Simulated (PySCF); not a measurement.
# Atomic charges by several schemes

C5H8F2SSi.
Cartesian coordinates in Å at the GFN2-xTB level; atoms count from 1:
```
atom  x, y, z in Å
F1     1.449   -1.907    0.728
C2     1.956   -0.755    0.215
F3     2.777   -0.256    1.174
C4     0.853    0.228   -0.103
C5    -0.054   -0.287   -1.230
C6    -1.387    0.379   -1.081
S7    -2.145    1.133   -2.299
C8    -1.888    0.342    0.316
Si9   -0.319    0.571    1.391
H10    2.584   -1.032   -0.648
H11    1.344    1.150   -0.426
H12   -0.195   -1.367   -1.109
H13    0.364   -0.108   -2.221
H14   -2.306   -0.649    0.510
H15   -2.688    1.062    0.469
H16   -0.145    1.943    1.864
H17   -0.206   -0.435    2.440
```

Density: PBE0/pcSseg-1 (PySCF); schemes: Mulliken, IAO, Hirshfeld and ESP-fitted. One conformer (not necessarily the lowest) at the GFN2-xTB geometry, without solvent, vibrations or thermal averaging.

Problem. What partial charge does each atom carry?

Solution. In e:

```csv
atom,environment,Mulliken,IAO,Hirshfeld,ESP-fitted
F1,fluorine of a CF2 group,-0.304,-0.310,-0.097,-0.202
C2,CHF2 carbon,+0.579,+0.450,+0.145,+0.217
F3,fluorine of a CF2 group,-0.303,-0.306,-0.105,-0.211
C4,sp3 carbon bound to silicon,-0.632,-0.411,-0.128,-0.122
C5,ring CH2 carbon,-0.043,-0.276,-0.079,+0.025
C6,thiocarbonyl carbon,-0.373,-0.019,+0.053,+0.051
S7,thiocarbonyl sulfur,-0.048,-0.086,-0.131,-0.215
C8,sp3 carbon bound to silicon,-0.394,-0.557,-0.165,-0.263
Si9,SiH2 silicon,+0.709,+0.748,+0.350,+0.461
H10,methine hydrogen,+0.103,+0.141,+0.049,+0.110
H11,methine hydrogen,+0.171,+0.164,+0.047,+0.085
H12,methylene hydrogen,+0.157,+0.161,+0.049,+0.065
H13,methylene hydrogen,+0.145,+0.160,+0.043,-0.003
H14,methylene hydrogen,+0.182,+0.178,+0.058,+0.123
H15,methylene hydrogen,+0.159,+0.173,+0.044,+0.073
H16,Si–H hydrogen,-0.060,-0.109,-0.068,-0.103
H17,Si–H hydrogen,-0.047,-0.100,-0.068,-0.091
```

Mean size of the charges over all atoms: Mulliken 0.259 e, IAO 0.256 e, ESP-fitted 0.142 e, Hirshfeld 0.099 e. Each set sums to the total charge, 0, to within 0.001 e. The Mulliken scheme counts on each atom the diagonal of the density matrix times the overlap matrix over that atom's basis functions. The IAO scheme projects the occupied orbitals on a minimal set of polarised atomic orbitals and counts the electrons in each atom's part of it.

Lowest charge. The schemes don't all agree: Mulliken C4 (-0.632); IAO C8 (-0.557); Hirshfeld C8 (-0.165); ESP-fitted C8 (-0.263).

Highest charge. All schemes agree: Mulliken Si9 (+0.709); IAO Si9 (+0.748); Hirshfeld Si9 (+0.350); ESP-fitted Si9 (+0.461).

Problem. How closely do the schemes follow one another over all atoms?

Solution. Correlation coefficient and root-mean-square difference: Hirshfeld with ESP-fitted 0.96, 0.069 e; IAO with Hirshfeld 0.95, 0.203 e; Mulliken with IAO 0.92, 0.129 e; IAO with ESP-fitted 0.91, 0.171 e; Mulliken with Hirshfeld 0.84, 0.238 e; Mulliken with ESP-fitted 0.82, 0.210 e.

Problem. Sum the charges by element, for elements with more than one atom.

Solution. 
| element | atoms | Mulliken | IAO | Hirshfeld | ESP-fitted |
| --- | --- | --- | --- | --- | --- |
| F | 2 | -0.607 | -0.617 | -0.202 | -0.412 |
| C | 5 | -0.864 | -0.814 | -0.173 | -0.092 |
| H | 8 | +0.810 | +0.769 | +0.155 | +0.259 |
